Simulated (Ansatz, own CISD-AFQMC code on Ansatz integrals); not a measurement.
C3H6O, SMILES `C/C=C\O` (C–C–O–H torsion 180°) (charge 0, multiplicity 1).

Z-matrix (Å, degrees):
```
C
C 1 1.3275
O 2 1.3729 1 122.51
H 3 0.9608 2 109.53 1 -180.00
H 1 1.0831 2 116.46 3 -180.00
H 2 1.0844 1 121.73 5 0.00
C 1 1.4962 5 118.21 2 180.00
H 7 1.0888 1 111.37 5 180.00
H 7 1.0939 8 108.13 1 122.34
H 7 1.0939 8 108.13 9 115.33
```
Charge 0, spin multiplicity 1.

Frozen-core correlation energies in cc-pVDZ at a geometry from B3LYP-D3(BJ)/def2-TZVP, on an HF energy of -191.94529 Ha (<S^2> = 0.00). Wave-function levels are from Ansatz, the walk from an own CISD-AFQMC code on Ansatz integrals (time step 0.005/Ha, trial state from CCSD amplitudes, largest double 0.11).

```tsv
level	correlation energy (mHa)
MP2	-599.3
CCSD	-640.9
CCSD(T)	-660.2
```

Task: What correlation energy does phaseless AFQMC give, and where does it lie among these levels?

Result: -662.8 ± 0.4 mHa (one standard error). AFQMC minus each level: MP2 -63.4 mHa, CCSD -21.9 mHa, CCSD(T) -2.5 mHa.
